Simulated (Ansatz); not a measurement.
A search over several starts for the lowest SCF solution of the cluster InF3 at the given spin, in a small basis.

```yaml
crystal:
  periodic: [false, false, false]
  atoms:
    - {symbol: In, position_ang: [-0.308182, -0.817301, 0.156088]}
    - {symbol: F, position_ang: [1.410699, -1.259792, -0.657104]}
    - {symbol: F, position_ang: [-0.991956, 1.027429, -0.650830]}
    - {symbol: F, position_ang: [-0.110559, 1.049663, 1.151846]}
basis:
  gaussian: {orbitals: def2-SVP, initial_orbitals: start.molden}
magnetization: {spin_polarized: true, initial_magnetization: 2}
hamiltonian: {xc: pbe0, dispersion: d4}
output: {orbitals: {seedname: orbitals}}
```

The file start.molden holds the orbitals of an earlier run on this structure, at another level or in another basis.

```sh
$ ansatz run in.yaml --threads 4 --pin off --events-out ev --progress --plain --max-ram 3916MiB
```

It prints (some lines left out):

```
Functional definition: PBE0
723 factors; integrals over basis functions are off by at most 2.3e-4 eV
mean field evaluation 1: about -13307.9759 eV, gradient 1.9e1 eV
mean field evaluation 2: about -13308.2461 eV, gradient 3.5e-1 eV
mean field evaluation 4: about -13308.3170 eV, gradient 3.3e-3 eV
mean field evaluation 8: about -13304.5283 eV, gradient 3.2e1 eV
mean field evaluation 16: about -13308.3164 eV, gradient 3.7e-1 eV
mean field evaluation 32: about -13308.3170 eV, gradient 6.7e-5 eV
mean field -13308.31701205 eV, -489.0716294915 hartree, gradient 3.0e-5 eV, S^2 2.008383; 3 other end points of the search recorded, 0 dependent functions left out
reference -13308.31704607 eV, -489.0716307417 hartree; 25, 23 occupied and 43, 45 virtual orbitals, 723 factors
Total energy: -13308.36697590 eV, -489.0734656291 hartree
```

Run time 1.6 s (4 threads of Arm Neoverse V1 on a shared host).

In the def2 sets In takes a core potential; there is no spin–orbit coupling. At PBE0-D4/def2-TZVP a singlet of charge 0 lies 3.59 eV below the triplet, each at its own geometry. The structure comes from a short search, and lower isomers may exist.
